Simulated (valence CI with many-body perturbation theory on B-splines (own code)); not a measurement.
E1 transitions of Sc⁷⁺

Level of theory: valence CI with perturbative core correlation (CI+MBPT): four valence electrons over a frozen Dirac-Fock core [Ne], a basis of 11 s, 11 p, 10 d, 8 f, 5 g, 2 h functions for each j, with the one-electron correlation potential Σ1, the two-electron term Σ2, the three-electron term Σ3, Breit, model QED; selected CI, second order for the rest, scaled by the run's own slope (own B-spline code, finite nucleus).

Against 25 measured levels this calculation errs by 139 cm⁻¹ on average and by 511 at most. These come from a selection out of Sugar and Corliss, J. Phys. Chem. Ref. Data 9, 473 (1980). Levels without a partner in it may be off by more. Among the levels kept, up to 620 cm⁻¹ of a level comes from second order outside the variational space, and about a tenth of that is noise between levels of different J, which matters for small intervals.

Lines 151 to 200 of 550 in falling wavelength, among levels below 93.801 eV, chosen from the strongest by gf and those to the six lowest levels. Wavelengths and rates use the calculated energies, so an error of 100 cm⁻¹ moves a line at 403.8 Å by 0.04 % and its rate by three times that or more. Electric multipoles are in the length gauge, E1 and E2 with the static RPA response of the core. Weak lines are less certain than strong ones. Lines between different terms over intervals too small for the method are left out, as are lines whose strength nearly cancels. Where a level lies close to another of its J and parity, the split of strength between their lines is uncertain. The highest levels of a list are the least certain.

Names give the largest LS component (configuration and term), which can be under half, so a name can repeat, a term be missing and a line seem to break the LS rules; names also repeat where a configuration has a term twice. Letters in brackets count levels of one name in rising energy.

```tsv
λ vac (Å)	Upper	Lower	A (s⁻¹)	S (a.u.) with core polarisation	S without
427.0	3s.3p2.3d 3D_1 [d]	3s2.3p.3d 3D°_1	4.67e+09	5.38e-01	5.59e-01
426.6	3p3.3d 3D°_3 [c]	3s.3p2.3d 3F_4 [b]	1.07e+09	2.87e-01	2.98e-01
426.3	3s.3p.3d2 3F°_4	3s.3p2.3d 3F_4 [b]	7.22e+08	2.48e-01	2.58e-01
421.1	3p3.3d 1F°_3 [a]	3s.3p2.3d 1F_3 [a]	2.14e+09	5.51e-01	5.71e-01
420.0	3s.3p2.3d 3D_3 [d]	3s2.3p.3d 1D°_2	3.51e+09	8.99e-01	9.34e-01
418.4	3p3.3d 3P°_2 [b]	3s.3p2.3d 3P_1 [a]	1.10e+09	1.99e-01	2.07e-01
415.9	3s.3p2.3d 3D_1 [d]	3s2.3p.3d 3P°_0	6.18e+09	6.59e-01	6.85e-01
415.7	3s.3p2.3d 3D_2 [d]	3s2.3p.3d 3P°_1	8.65e+09	1.53e+00	1.59e+00
415.4	3p3.3d 5D°_4	3s.3p2.3d 5F_5	8.86e+09	2.82e+00	2.94e+00
414.0	3s.3p2.3d 3D_1 [d]	3s2.3p.3d 3P°_1	2.88e+09	3.02e-01	3.14e-01
413.5	3p3.3d 3P°_2 [b]	3s.3p2.3d 3P_2 [a]	3.62e+09	6.32e-01	6.58e-01
413.5	3p3.3d 1F°_3 [a]	3s.3p2.3d 1G_4	5.92e+09	1.45e+00	1.50e+00
413.2	3s.3p2.3d 3D_3 [d]	3s2.3p.3d 3P°_2	7.50e+09	1.83e+00	1.90e+00
412.7	3p3.3d 5D°_3	3s.3p2.3d 5F_4	7.18e+09	1.74e+00	1.82e+00
412.5	3s.3p2.3d 1F_3 [b]	3s2.3p.3d 1F°_3	1.42e+10	3.43e+00	3.57e+00
412.4	3p3.3d 5D°_4	3s.3p2.3d 5F_4	1.81e+09	5.64e-01	5.87e-01
410.8	3p3.3d 5D°_2	3s.3p2.3d 5F_3	6.31e+09	1.08e+00	1.12e+00
410.7	3s.3p2.3d 3D_2 [d]	3s2.3p.3d 3P°_2	1.12e+09	1.92e-01	2.00e-01
410.4	3p3.3d 5D°_3	3s.3p2.3d 5F_3	2.84e+09	6.77e-01	7.05e-01
410.3	3s.3p2.3d 1D_2 [b]	3s2.3p.3d 1D°_2	6.62e+09	1.13e+00	1.17e+00
409.3	3p3.3d 5D°_1	3s.3p2.3d 5F_2	6.27e+09	6.37e-01	6.63e-01
409.1	3p3.3d 5D°_2	3s.3p2.3d 5F_2	3.44e+09	5.82e-01	6.06e-01
408.3	3p3.3d 5D°_0	3s.3p2.3d 5F_1	9.99e+09	3.36e-01	3.49e-01
408.2	3p3.3d 5D°_1	3s.3p2.3d 5F_1	3.77e+09	3.80e-01	3.96e-01
403.8	3s.3p3 3S°_1	3s2.3p2 1D_2	5.56e+08	5.42e-02	5.63e-02
403.7	3s.3p2.3d 1D_2 [b]	3s2.3p.3d 3P°_2	4.00e+09	6.50e-01	6.75e-01
402.5	3p3.3d 1D°_2 [b]	3s.3p2.3d 1F_3 [a]	1.28e+09	2.05e-01	2.13e-01
401.7	3p3.3d 1F°_3 [b]	3s.3p2.3d 1G_4	3.80e+09	8.51e-01	8.84e-01
398.3	3p3.3d 1F°_3 [b]	3s.3p2.3d 3D_3 [a]	1.13e+09	2.46e-01	2.55e-01
396.6	3p3.3d 1D°_2 [c]	3s.3p2.3d 1F_3 [a]	1.50e+09	2.30e-01	2.39e-01
395.2	3s2.3p.3d 3F°_2	3s2.3p2 1D_2	3.86e+07	5.88e-03	6.11e-03
394.8	3s.3p2.3d 1D_2 [c]	3s2.3p.3d 1P°_1	9.54e+09	1.45e+00	1.51e+00
394.7	3s.3p.3d2 3F°_3	3s.3p2.3d 1G_4	1.02e+09	2.16e-01	2.24e-01
393.2	3s.3p2.3d 3D_3 [c]	3s2.3p.3d 3F°_4	1.17e+10	2.45e+00	2.55e+00
392.5	3s.3p.3d2 3F°_2	3s.3p2.3d 3D_2 [a]	2.02e+09	3.02e-01	3.13e-01
392.4	3s.3p2.3d 3D_2 [c]	3s2.3p.3d 3F°_3	1.26e+10	1.89e+00	1.96e+00
392.1	3s2.3p.3d 3F°_3	3s2.3p2 1D_2	7.28e+06	1.52e-03	1.55e-03
391.4	3p3.3d 1D°_2 [b]	3s.3p2.3d 3D_1 [a]	1.15e+09	1.70e-01	1.76e-01
391.4	3s.3p.3d2 3F°_3	3s.3p2.3d 3D_3 [a]	1.68e+09	3.48e-01	3.61e-01
390.8	3s.3p2.3d 3D_1 [c]	3s2.3p.3d 3F°_2	1.55e+10	1.37e+00	1.42e+00
389.7	3p3.3d 3D°_2 [a]	3p4 3P_1	1.87e+09	2.73e-01	2.83e-01
389.4	3s.3p3 1P°_1	3s2.3p2 1D_2	1.58e+10	1.38e+00	1.44e+00
389.4	3s.3p2.3d 3D_2 [c]	3s2.3p.3d 3F°_2	2.59e+09	3.77e-01	3.92e-01
389.2	3p3.3d 3D°_3 [c]	3s.3p2.3d 3D_3 [a]	1.72e+09	3.51e-01	3.65e-01
389.0	3s.3p.3d2 3F°_4	3s.3p2.3d 3D_3 [a]	2.27e+09	5.94e-01	6.16e-01
388.9	3s.3p2.3d 3D_3 [c]	3s2.3p.3d 3F°_3	2.90e+09	5.90e-01	6.13e-01
388.8	3p3.3d 3D°_3 [c]	3s.3p2.3d 3D_2 [a]	1.73e+09	3.52e-01	3.65e-01
388.1	3p3.3d 3D°_1 [b]	3s.3p2.3d 3D_1 [a]	3.53e+09	3.05e-01	3.17e-01
386.8	3s.3p2.3d 3F_3 [c]	3s2.3p.3d 3F°_4	3.43e+09	6.86e-01	7.14e-01
386.2	3p3.3d 1D°_2 [c]	3s.3p2.3d 3D_2 [a]	1.27e+09	1.80e-01	1.87e-01
```
